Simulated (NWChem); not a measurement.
SiNH3BrF; SMILES N[SiH](Br)F

```xyz
7

Si    -0.0478    -0.9214     0.3764
N      1.4653    -1.5452    -0.0958
F     -1.2943    -1.4096    -0.5228
Br     0.0409     1.2985     0.1660
H     -0.3418    -1.3084     1.7671
H      1.7217    -2.5005     0.1239
H      1.9563    -1.1936    -0.9083
```
Atoms are numbered in this order, from 1.

Computed with NWChem. Pople sets run with spherical d functions. Geometry: optimised at B3LYP/6-31G* (spherical d). Level: B3LYP/6-31G* with SMD (1 M gas to 1 M solution), gas-phase geometry. Reactions with the solvent are ignored.

### Question
Among these, which solvent gives the highest value of “cavity-dispersion-structure term (kcal/mol)”?
(A) chloroform
(B) 1,4-dioxane
(C) ethyl acetate
(D) water

### Answer
D, water. Values: chloroform -1.2; ethyl acetate -0.8; 1,4-dioxane -0.2; water 2.3
